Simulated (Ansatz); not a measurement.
A nudged elastic band was laid between two geometries of CH₆BF₂N (11 atoms, charge 0, multiplicity 1).

The calculation used RHF/def2-SVP in Ansatz 0.2.0.

```yaml
movable_images: 5
climbing_image: yes
spring: 5.0 eV/Å²
optimiser: quadratic models (default)
start_path: through a guess of the saddle point
force_threshold: 0.05 eV/Å
iteration_limit: 60
end_points: relaxed
```

First end point:

```xyz
11
Properties=species:S:1:pos:R:3
B 0.112 -0.198 0.095
H 0.427 0.679 0.876
F 1.105 -0.602 -0.759
F -1.091 -0.010 -0.536
N -0.176 -1.561 1.025
H -0.499 -2.266 0.379
C 0.974 -2.043 1.795
H 1.783 -2.263 1.106
H 1.297 -1.257 2.474
H 0.721 -2.935 2.367
H -0.957 -1.351 1.628
```

Last end point:

```xyz
11
Properties=species:S:1:pos:R:3
B 0.305 -0.843 -0.342
H -1.219 1.261 2.275
F 1.318 0.002 -0.288
F -0.642 -0.598 -1.228
N 0.230 -1.950 0.493
H -0.563 -2.550 0.398
C 1.196 -2.339 1.494
H 1.601 -3.334 1.295
H 2.023 -1.634 1.495
H 0.757 -2.346 2.494
H -1.309 0.524 2.364
```

(1) What changes between the two ends?

(2) What energy profile does the band end with?

(3) What is the geometry of the highest image?

The band took 29 iterations and of the order of 5 core-minutes.

Answers

(1) Bonds broken: B1–H2, N5–H11. Bonds formed: H2–H11. CH6BF2N becomes CH4BF2N + H2.

(2) The run converged. The highest image is number 4 of 0 to 6, 54.3 kcal/mol above the first end and 56.7 kcal/mol above the last; the last end lies 2.5 kcal/mol below the first. The profile has 2 maxima (images 1, 4) with wells between them (image 2): this band takes more than one step, which may be the mechanism or a detour left from its start path. Neighbouring images differ by up to 2.5 eV, so the band resolves the path poorly. A vibrational analysis at the climbing image gives one clearly imaginary mode, 1907i cm⁻¹: a first-order saddle point. The orbitals stay closed-shell, which can raise the energy where a bond breaks towards radicals; this wasn't checked here.

```
image  path coordinate (Å)  energy (kcal/mol)  B1–H2 (Å)  N5–H11 (Å)  H2–H11 (Å)
    0                 0.00                0.0       1.22        1.01        2.57
    1                 1.41                2.6       1.22        1.01        2.54
    2                 2.82                0.4       1.21        1.01        2.65
    3                 4.22                1.0       1.22        1.01        2.36
    4                 5.63               54.3       1.45        1.34        1.01
    5                 8.20               -2.4       3.53        3.59        0.75
    6                10.77               -2.5       3.69        3.46        0.75
```

(3) 
```xyz
11
Properties=species:S:1:pos:R:3
B -0.042 -0.282 0.257
H -1.030 0.187 1.212
F 1.049 0.463 0.461
F -0.634 -0.213 -0.941
N 0.006 -1.702 0.858
H -0.430 -2.392 0.272
C 1.169 -2.181 1.586
H 0.917 -3.070 2.163
H 1.999 -2.419 0.919
H 1.508 -1.411 2.277
H -0.817 -0.789 1.386
```

Time of the run: 2.4 min on 2 threads of Arm Neoverse V2 (shared host), peak memory 0.19 GiB.
